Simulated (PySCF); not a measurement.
# A ladder for the electron affinity of Pt

Pt⁻ [Xe] 4f14 5d9 6s2 (2D) → Pt [Xe] 4f14 5d9 6s1 (3D). Scalar values calculated with PySCF 2.14 in def2-QZVPPD with the def2 core potential (60 electrons) (ECP; valence: 5s2 5p6 frozen; valence and next inner shell: nothing frozen). The spin-orbit shift comes from two-component X2C-1e calculations (generalised Hartree-Fock, GHF, and MP2 on its spinors, GMP2) in x2c-TZVPall-2c with one added diffuse shell each of s, p, d type: GMP2 gives 1.789 eV without and 1.796 eV with screened spin-orbit coupling, a shift of 0.007 eV (GHF: -0.003 eV). Sums use unrounded values; where a UHF row is shifted, it takes the GHF shift.

```json
{"method": "UHF", "scalar (eV)": "0.348"}
{"method": "MP2 (valence)", "scalar (eV)": "1.901"}
{"method": "SCS-MP2 (valence)", "scalar (eV)": "1.918"}
{"method": "CCSD (valence)", "scalar (eV)": "1.743"}
{"method": "CCSD(T) (valence)", "scalar (eV)": "1.922"}
{"method": "LDA", "scalar (eV)": "2.328"}
{"method": "PBE", "scalar (eV)": "2.006"}
{"method": "PBE0", "scalar (eV)": "1.742"}
{"method": "r2SCAN", "scalar (eV)": "1.903"}
{"method": "PBEsol", "scalar (eV)": "2.041"}
{"method": "TPSSh", "scalar (eV)": "1.768"}
{"method": "PW91", "scalar (eV)": "2.053"}
{"method": "B3LYP", "scalar (eV)": "1.970"}
{"method": "MP2 (valence and next inner shell)", "scalar (eV)": "2.026"}
{"method": "SCS-MP2 (valence and next inner shell)", "scalar (eV)": "1.995"}
```

(1) Form a composite estimate from CCSD(T) (valence) and the spin-orbit shift, and compare it with the reference, 2.125 eV (measured; photodetachment measurements, as compiled on the Wikipedia data page of electron affinities).

The errors of the correlated levels include the incompleteness of the basis and the frozen core, so a lower level can come closer by cancellation.

Answers

(1) 1.922 + (0.007) = 1.928 eV, an error of -0.197 eV.
